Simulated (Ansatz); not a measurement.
```yaml
crystal:
  periodic: [false, false, false]
  atoms:
    - {symbol: F, position_ang: [-0.594107, -0.852753, 0.088243]}
    - {symbol: C, position_ang: [0.128808, -0.520723, -0.156121]}
    - {symbol: B, position_ang: [0.323063, 0.309276, 0.239145]}
    - {symbol: Ga, position_ang: [-0.970752, 0.455059, -0.370524]}
    - {symbol: H, position_ang: [0.460641, -0.907013, -0.718923]}
    - {symbol: H, position_ang: [-0.121871, 0.689081, 0.871594]}
    - {symbol: H, position_ang: [0.895203, 0.680752, 0.021926]}
basis:
  gaussian: {orbitals: aug-pcseg-2}
hamiltonian: {xc: {name: CAM-B3LYP}, dispersion: d3bjatm}
```

```sh
$ ansatz run in.yaml --threads 2 --pin off --events-out ev --progress --plain --max-ram 4352MiB
```

Shortened log:

```
Functional definition: CAM-B3LYP
1243 factors; their error is unknown
517 factors; integrals over basis functions are off by at most 1.8e-5 eV
mean field evaluation 1: about -56759.5009 eV, gradient 1.5e2 eV
mean field evaluation 2: about -56642.4617 eV, gradient 2.3e2 eV
mean field evaluation 4: about -56794.6700 eV, gradient 2.0e1 eV
mean field evaluation 8: about -56795.1187 eV, gradient 1.8e-1 eV
mean field evaluation 16: about -56795.2529 eV, gradient 5.4e-4 eV
mean field -56795.25286748 eV, -2087.1870456749 hartree, gradient 1.3e-5 eV, S^2 0.000000; 0 other end points of the search recorded, 0 dependent functions left out
reference -56795.25298538 eV, -2087.1870500075 hartree; 27, 27 occupied and 239, 239 virtual orbitals, 1243 factors
Total energy: -56795.35017208 eV, -2087.1906215530 hartree
```

What is wrong with this run?

The geometry is squeezed to about two thirds of its size. The run converged. The result belongs to that input, not to the molecule as meant.
